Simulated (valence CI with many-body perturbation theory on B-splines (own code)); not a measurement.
**Zn16+: configurations and terms from energies and g**

Calculated by relativistic CI+MBPT: four valence electrons over a frozen Dirac-Fock core [Ne], a basis of 11 s, 11 p, 10 d, 8 f, 5 g, 2 h functions for each j, with the one-electron correlation potential Σ1 (screened to all orders), the two-electron term Σ2, the three-electron term Σ3, Breit, model QED; selected single and double excitations, second order for the rest, scaled by the run's own slope (own B-spline code, finite nucleus).

No measured levels were compared; by estimate levels of excited configurations hold to 0.05 to 0.15 % of their energy, terms of the ground configuration to about 0.5 %. Among the levels kept, up to 820 cm⁻¹ of a level comes from second order outside the variational space, and about a tenth of that is noise between levels of different J, which matters for small intervals.

| No. | J | Parity | E (cm⁻¹) | g |
| --- | --- | --- | --- | --- |
| 2 | 1 | even | 22948 | 1.500 |
| 3 | 2 | even | 38872 | 1.392 |
| 4 | 2 | even | 82737 | 1.106 |
| 6 | 2 | odd | 299190 | 1.984 |
| 7 | 1 | odd | 387560 | 0.585 |
| 8 | 2 | odd | 388320 | 1.210 |
| 9 | 3 | odd | 396800 | 1.332 |
| 11 | 1 | odd | 447310 | 1.428 |
| 15 | 2 | odd | 558870 | 0.678 |
| 16 | 3 | odd | 572950 | 1.085 |
| 18 | 4 | odd | 595610 | 1.249 |

Energies count from the lowest level. Strongly mixed levels and levels close to another of their J and parity, and those with J = 0 are left out, so the numbers can have gaps.

**Question.** Give configuration and LS term of each level.

**Answer.** 2: 3s2.3p2 3P; 3: 3s2.3p2 3P; 4: 3s2.3p2 1D; 6: 3s.3p3 5S°; 7: 3s.3p3 3D°; 8: 3s.3p3 3D°; 9: 3s.3p3 3D°; 11: 3s.3p3 3P°; 15: 3s2.3p.3d 3F°; 16: 3s2.3p.3d 3F°; 18: 3s2.3p.3d 3F°.
